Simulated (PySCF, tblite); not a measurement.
Isomers of C5H12F2N2Si. Computed values, GFN2-xTB/tblite, gas phase, harmonic and unscaled. Errors from tens to a few hundred cm⁻¹ against measured bands are possible. Modes of hydrogen on silicon can be 10 to 20 % off. One conformer each.

Electronic energies: PBE0/pcSseg-1 single points on the GFN2-xTB geometries (PySCF, gas phase).

| SMILES | electronic energy, lowest = 0 (kJ/mol) |
| --- | --- |
| FCC[C@@]1(CF)CN[SiH2]N1 | 70.6 |
| CN[Si@@H]1NCC[C@@H]1C(F)F | 3.5 |
| C=C([SiH2]N)N(C)CC(F)F | 153.5 |
| CN1CC[Si@]1(N)CC(F)F | 0.0 |

**Question.** How do GFN2-xTB zero-point energies change the relative energies?

**Answer.** 
| SMILES | ZPE (kJ/mol) | of it from modes above 1550 cm⁻¹ | electronic (kJ/mol) | with ZPE, lowest = 0 (kJ/mol) | lowest mode (cm⁻¹) | rings |
| --- | --- | --- | --- | --- | --- | --- |
| CN1CC[Si@]1(N)CC(F)F | 454.6 | 219.8 | 0.0 | 0.0 | 30 | 1 |
| CN[Si@@H]1NCC[C@@H]1C(F)F | 456.0 | 213.6 | 3.5 | 4.9 | 51 | 1 |
| FCC[C@@]1(CF)CN[SiH2]N1 | 450.0 | 210.0 | 70.6 | 66.0 | 20 | 1 |
| C=C([SiH2]N)N(C)CC(F)F | 438.3 | 221.7 | 153.5 | 137.2 | 30 | 0 |

The zero-point energies span 17.7 kJ/mol, from `C=C([SiH2]N)N(C)CC(F)F` to `CN[Si@@H]1NCC[C@@H]1C(F)F`. The order is unchanged.

**Question.** And how do the electronic energies of GFN2-xTB itself compare?

**Answer.** `CN1CC[Si@]1(N)CC(F)F` 97.8; `CN[Si@@H]1NCC[C@@H]1C(F)F` 19.3; `FCC[C@@]1(CF)CN[SiH2]N1` 0.0; `C=C([SiH2]N)N(C)CC(F)F` 177.2 kJ/mol, lowest = 0. Against the energies above, taken from the same isomer `CN1CC[Si@]1(N)CC(F)F`, the largest difference is 168.4 kJ/mol.

**Question.** What do entropy and thermal enthalpy add at 298.15 K and 1 bar (rigid rotor, harmonic oscillator, one conformer each)?

**Answer.** 
```
                   SMILES  point group  symmetry number  S (J/(mol K))  H − H(0) (kJ/mol)  ZPE + H − H(0) − TS (kJ/mol)
     CN1CC[Si@]1(N)CC(F)F           C1                1          475.4              36.41                         349.3
CN[Si@@H]1NCC[C@@H]1C(F)F           C1                1          451.5              33.66                         355.1
   C=C([SiH2]N)N(C)CC(F)F           C1                1          478.0              36.60                         332.3
```

Not tabulated: `FCC[C@@]1(CF)CN[SiH2]N1` (lowest mode only 20 cm⁻¹).
